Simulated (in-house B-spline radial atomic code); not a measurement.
A run on an ion of nuclear charge 65 with 65.3 electrons that did not converge. Method: scalar-relativistic (X2C) LDA PW92, spin-polarised, spherical fractional occupations, Fermi nucleus of rms radius 5.06 fm; computed with an all-electron radial atomic-structure program (B-spline basis).

Command:
```bash
python run_scf.py task.json out
```
Settings (nuclear radius in fm, mass in u):
```
Z                65
configuration    [Xe] 4f9.3 6s2
hamiltonian      x2c
method           lda,pw
spin_polarised   True
nucleus          fermi
rms_radius       5.06
atomic_mass      158.92535
speed_of_light   137.035999084
```

First and last ten iterations of the last attempt (damped for 15 steps, keeping 80 % of the old Fock matrix, then DIIS):
```
 iter        energy (Eh)    residual
    1      -11655.280860    7.10e-01
    2      -11656.344199    1.32e+00
    3      -11678.280724    8.20e-01
    4      -11689.966316    4.96e-01
    5      -11695.693083    3.07e-01
    6      -11698.253723    1.99e-01
    7      -11699.304830    1.21e-01
    8      -11699.719308    7.55e-02
    9      -11699.892743    5.32e-02
   10      -11699.976185    4.01e-02
  111      -11697.823485    1.38e-01
  112      -11697.825355    1.37e-01
  113      -11697.824712    1.37e-01
  114      -11697.824425    1.37e-01
  115      -11697.822985    1.38e-01
  116      -11697.824823    1.38e-01
  117      -11697.824740    1.37e-01
  118      -11697.819323    1.38e-01
  119      -11700.060880    1.56e-02
  120      -11700.061039    1.55e-02
 not converged after 120 iterations
```

The smallest residual met was 9.0e-03; the threshold is about 6e-07. No energy from this run should be used. The likely cause: this method binds the added charge weakly or not at all at the basis-set limit, so charge moves back and forth between the atom and the box. Run time, properties included: 2.3 s on 1 thread of Arm Neoverse V2, with other jobs on the host.
